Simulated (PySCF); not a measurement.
trigermane (H₈Ge₃), singlet, geometry from GFN2-xTB; BLYP/STO-3G in PySCF.

PySCF was given this input:
```python
from pyscf import gto, scf, dft

mol = gto.Mole()
mol.atom = '''
    Ge    1.900016    0.787608    0.012672
    Ge    0.159059   -0.829749   -0.117822
    Ge   -2.054347    0.016851    0.101477
    H     3.278975    0.214864   -0.120157
    H     1.803785    1.845198   -1.046877
    H     1.905234    1.541601    1.309649
    H     0.394271   -1.908798    0.915399
    H     0.281264   -1.601503   -1.412673
    H    -2.461276    0.905491   -1.036401
    H    -2.241652    0.855430    1.331329
    H    -3.111898   -1.042992    0.177276
'''
mol.basis = 'sto-3g'
mol.charge = 0
mol.spin = 0
mol.verbose = 4
mol.build()

mf = dft.RKS(mol)
mf.xc = 'blyp'
mf.kernel()
```

It wrote (shortened):

```
PySCF version 2.14.0

[INPUT] verbose = 4
[INPUT] num. atoms = 11
[INPUT] num. electrons = 104
[INPUT] charge = 0
[INPUT] spin (= nelec alpha-beta = 2S) = 0
[INPUT] symmetry False subgroup None
[INPUT] Mole.unit = angstrom
[INPUT] Symbol           X                Y                Z      unit          X                Y                Z       unit  Magmom
[INPUT]  1 Ge     1.900016000000   0.787608000000   0.012672000000 AA    3.590509872292   1.488363413516   0.023946609450 Bohr   0.0
[INPUT]  2 Ge     0.159059000000  -0.829749000000  -0.117822000000 AA    0.300577947647  -1.567998362132  -0.222651311449 Bohr   0.0
[INPUT]  3 Ge    -2.054347000000   0.016851000000   0.101477000000 AA   -3.882153194822   0.031843774925   0.191763737942 Bohr   0.0
[INPUT]  4 H      3.278975000000   0.214864000000  -0.120157000000 AA    6.196364719296   0.406034114029  -0.227063821949 Bohr   0.0
[INPUT]  5 H      1.803785000000   1.845198000000  -1.046877000000 AA    3.408659637599   3.486918865595  -1.978310816106 Bohr   0.0
[INPUT]  6 H      1.905234000000   1.541601000000   1.309649000000 AA    3.600370463210   2.913203683356   2.474877929311 Bohr   0.0
[INPUT]  7 H      0.394271000000  -1.908798000000   0.915399000000 AA    0.745064208858  -3.607105447118   1.729853404701 Bohr   0.0
[INPUT]  8 H      0.281264000000  -1.601503000000  -1.412673000000 AA    0.531511928700  -3.026402057669  -2.669565073568 Bohr   0.0
[INPUT]  9 H     -2.461276000000   0.905491000000  -1.036401000000 AA   -4.651137556965   1.711129998259  -1.958514045225 Bohr   0.0
[INPUT] 10 H     -2.241652000000   0.855430000000   1.331329000000 AA   -4.236108346584   1.616528418737   2.515847191691 Bohr   0.0
[INPUT] 11 H     -3.111898000000  -1.042992000000   0.177276000000 AA   -5.880634947582  -1.970969230112   0.335003088458 Bohr   0.0

nuclear repulsion = 757.760223776109
number of shells = 32
number of NR pGTOs = 186
number of NR cGTOs = 62
basis = sto-3g
ecp = {}

******** <class 'pyscf.dft.rks.RKS'> ********
method = RKS
initial guess = minao
damping factor = 0
level_shift factor = 0
DIIS = <class 'pyscf.scf.diis.CDIIS'>
diis_start_cycle = 1
diis_space = 8
diis_damp = 0
SCF conv_tol = 1e-09
SCF conv_tol_grad = None
SCF max_cycles = 50
direct_scf = True
direct_scf_tol = 1e-13
XC library pyscf.dft.libxc version 7.1.2
    S. Lehtola, C. Steigemann, M. J. T. Oliveira, and M. A. L. Marques,  SoftwareX 7, 1–5 (2018)
XC functionals = blyp
    A. D. Becke,  Phys. Rev. A 38, 3098 (1988)
    C. Lee, W. Yang, and R. G. Parr,  Phys. Rev. B 37, 785 (1988)
    B. Miehlich, A. Savin, H. Stoll, and H. Preuss,  Chem. Phys. Lett. 157, 200 (1989)
radial grids:
    Treutler-Ahlrichs [JCP 102, 346 (1995); DOI:10.1063/1.469408] (M4) radial grids

becke partition: Becke, JCP 88, 2547 (1988); DOI:10.1063/1.454033
pruning grids: <function nwchem_prune>
grids dens level: 3
symmetrized grids: False
atomic radii adjust function: <function treutler_atomic_radii_adjust>
small_rho_cutoff = 0
Set gradient conv threshold to 3.16228e-05
Initial guess from minao.
tot grids = 140384
init E= -6156.65763684721
  HOMO = -0.735161656950698  LUMO = -0.457264034263595  gap/eV = 7.56198
cycle= 1 E= -6163.43088555602  delta_E= -6.77  |g|= 0.821  |ddm|= 3.55
  HOMO = 0.273991183201998  LUMO = 0.285854729590605  gap/eV = 0.32282
cycle= 2 E= -6159.90371951925  delta_E= 3.53  |g|= 4.88  |ddm|= 6.04
  HOMO = 0.104167666396821  LUMO = 0.232140354905603  gap/eV = 3.48231
cycle= 3 E= -6163.37932236739  delta_E= -3.48  |g|=  1.1  |ddm|= 4.24
  HOMO = 0.00347290681963586  LUMO = 0.173680834248502  gap/eV = 4.63159
cycle= 4 E= -6163.69127034281  delta_E= -0.312  |g|= 0.344  |ddm|= 1.94
  HOMO = -0.0846390759568378  LUMO = 0.144813427564472  gap/eV = 6.24372
cycle= 5 E= -6163.73356953594  delta_E= -0.0423  |g|= 0.0562  |ddm|= 0.714
  HOMO = -0.0879090691038514  LUMO = 0.144515680009977  gap/eV = 6.32460
cycle= 6 E= -6163.73478299181  delta_E= -0.00121  |g|= 0.00448  |ddm|= 0.108
  HOMO = -0.0882365244271151  LUMO = 0.144556774247408  gap/eV = 6.33463
cycle= 7 E= -6163.73479379135  delta_E= -1.08e-05  |g|= 0.000751  |ddm|= 0.0119
  HOMO = -0.0882721697287467  LUMO = 0.144519541349922  gap/eV = 6.33459
cycle= 8 E= -6163.73479409312  delta_E= -3.02e-07  |g|= 0.000116  |ddm|= 0.00204
  HOMO = -0.0882649551133703  LUMO = 0.144520961761113  gap/eV = 6.33443
cycle= 9 E= -6163.73479409993  delta_E= -6.81e-09  |g|= 3.94e-05  |ddm|= 0.000338
  HOMO = -0.0882661276436254  LUMO = 0.144520683961168  gap/eV = 6.33445
cycle= 10 E= -6163.73479410053  delta_E= -6.04e-10  |g|= 8.47e-06  |ddm|= 9.14e-05
  HOMO = -0.0882668328084375  LUMO = 0.144520741558359  gap/eV = 6.33447
Extra cycle  E= -6163.73479410052  delta_E= 1.27e-11  |g|= 1.2e-05  |ddm|= 4.19e-05
converged SCF energy = -6163.73479410052
```
